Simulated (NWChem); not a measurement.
System: C2H7BO2; SMILES CCOBO

Input file for NWChem:

```
start job
memory heap 200 mb stack 900 mb global 1100 mb
geometry units angstroms noautoz
  B     -0.459496     1.308815     0.303823
  H     -1.124276     2.085245     0.930362
  O      0.740635     1.668010    -0.254207
  H      0.945502     2.596418    -0.082522
  O     -0.940074     0.051605     0.160454
  C     -0.229195    -0.960869    -0.563929
  C      0.613093    -1.810434     0.379095
  H     -0.991109    -1.574116    -1.057273
  H      0.397632    -0.503154    -1.336538
  H     -0.009837    -2.241605     1.169825
  H      1.091057    -2.629638    -0.170980
  H      1.398652    -1.207082     0.846350
end
basis spherical
  * library def2-svp
end
dft
  xc slater vwn_5
  iterations 150
  mulliken
end
task dft energy
```

Excerpt of the output:

```
             Northwest Computational Chemistry Package (NWChem) 7.3.0
             --------------------------------------------------------

 C1  symmetry detected

                             Geometry "geometry" -> ""
                             -------------------------

 Output coordinates in angstroms (scale by  1.889725989 to convert to a.u.)

  No.       Tag          Charge          X              Y              Z
 ---- ---------------- ---------- -------------- -------------- --------------
    1 B                    5.0000    -0.47802866     1.30131163     0.29127939
    2 H                    1.0000    -1.19375292     2.06992410     0.86946686
    3 O                    8.0000     0.77421111     1.66000040    -0.13763886
    4 H                    1.0000     0.96983680     2.58149499     0.07675786
    5 O                    8.0000    -0.95383032     0.05365725     0.06978852
    6 C                    6.0000    -0.18482930    -0.94906393    -0.60724247
    7 C                    6.0000     0.55326332    -1.83113161     0.39159682
    8 H                    1.0000    -0.90042145    -1.54117717    -1.18802031
    9 H                    1.0000     0.51879050    -0.47997770    -1.30309954
   10 H                    1.0000    -0.14800723    -2.27417088     1.10653735
   11 H                    1.0000     1.07519908    -2.64219044    -0.12983767
   12 H                    1.0000     1.29484802    -1.24854901     0.94847514

 Effective nuclear repulsion energy (a.u.)     174.1713314263

                                 NWChem DFT Module
                                 -----------------

 Summary of "ao basis" -> "ao basis" (spherical)
 ------------------------------------------------------------------------------
       Tag                 Description            Shells   Functions and Types
 ---------------- ------------------------------  ------  ---------------------
 B                          def2-svp                 6       14   3s2p1d
 H                          def2-svp                 3        5   2s1p
 O                          def2-svp                 6       14   3s2p1d
 C                          def2-svp                 6       14   3s2p1d

            General Information
            -------------------
          SCF calculation type: DFT
          Wavefunction type:  closed shell.
          No. of atoms     :    12
          No. of electrons :    40
           Alpha electrons :    20
            Beta electrons :    20
          Charge           :     0
          Spin multiplicity:     1
          Use of symmetry is: off; symmetry adaption is: off
          Maximum number of iterations: 150
          AO basis - number of functions:   105
                     number of shells:    51
          Convergence on energy requested:  1.00D-06
          Convergence on density requested:  1.00D-05
          Convergence on gradient requested:  5.00D-04

              XC Information
              --------------
                        Slater Exchange Functional  1.000 local
                      VWN V Correlation Functional  1.000 local

             Grid Information
             ----------------
          Grid used for XC integration:  medium
          Radial quadrature: Mura-Knowles
          Angular quadrature: Lebedev.
          Tag              B.-S. Rad. Rad. Pts. Rad. Cut. Ang. Pts.
          ---              ---------- --------- --------- ---------
          B                   0.85       49          11.0       434
          H                   0.35       45          13.0       434
          O                   0.60       49          11.0       434
          C                   0.70       49          11.0       434
          Grid pruning is: on
          Number of quadrature shells:   560
          Spatial weights used:  Erf1

      Superposition of Atomic Density Guess
      -------------------------------------

 Sum of atomic energies:        -252.63087652

      Non-variational initial energy
      ------------------------------

 Total energy =    -255.256962
 1-e energy   =    -687.748667
 2-e energy   =     258.320374
 HOMO         =      -0.390268
 LUMO         =       0.070943

     ---------------------------------------------
      Total Density - Mulliken Population Analysis
     ---------------------------------------------

    Atom       Charge   Shell Charges
 -----------   ------   -------------------------------------------------------
    1 B    5     4.51   1.99  0.81  0.17  1.17  0.22  0.16
    2 H    1     1.07   0.71  0.35  0.01
    3 O    8     8.54   1.99  1.10  0.58  3.07  1.79  0.01
    4 H    1     0.66   0.52  0.07  0.06
    5 O    8     8.57   1.99  1.10  0.62  3.04  1.81  0.01
    6 C    6     5.79   1.99  0.93  0.20  1.79  0.83  0.06
    7 C    6     6.30   1.99  0.96  0.19  2.07  1.05  0.02
    8 H    1     0.93   0.70  0.21  0.02
    9 H    1     0.93   0.70  0.21  0.02
   10 H    1     0.90   0.67  0.20  0.03
   11 H    1     0.89   0.66  0.20  0.03
   12 H    1     0.90   0.67  0.20  0.03

   convergence    iter        energy       DeltaE   RMS-Dens  Diis-err
 ---------------- ----- ----------------- --------- --------- ---------
 d= 0,ls=0.0,diis     1   -253.4054516887 -4.28D+02  1.60D-02  1.21D+00
 d= 0,ls=0.0,diis     2   -253.2742055030  1.31D-01  1.02D-02  2.48D+00
 d= 0,ls=0.0,diis     3   -253.5011618965 -2.27D-01  2.11D-03  1.51D-01
 d= 0,ls=0.0,diis     4   -253.5133751298 -1.22D-02  9.07D-04  1.26D-02
 d= 0,ls=0.0,diis     5   -253.5145205349 -1.15D-03  3.25D-04  2.64D-03
  Resetting Diis
 d= 0,ls=0.0,diis     6   -253.5147787469 -2.58D-04  9.15D-05  2.31D-04
 d= 0,ls=0.0,diis     7   -253.5148018905 -2.31D-05  3.75D-05  6.46D-06
 d= 0,ls=0.0,diis     8   -253.5148009001  9.90D-07  2.31D-05  1.58D-05
 d= 0,ls=0.0,diis     9   -253.5148025854 -1.69D-06  5.22D-06  6.11D-07
 d= 0,ls=0.0,diis    10   -253.5148026409 -5.55D-08  1.54D-06  6.62D-08

[...]
```

Level: LDA (Slater exchange, VWN5)/def2-SVP. Geometry: optimised at B3LYP/6-31G* (spherical d).
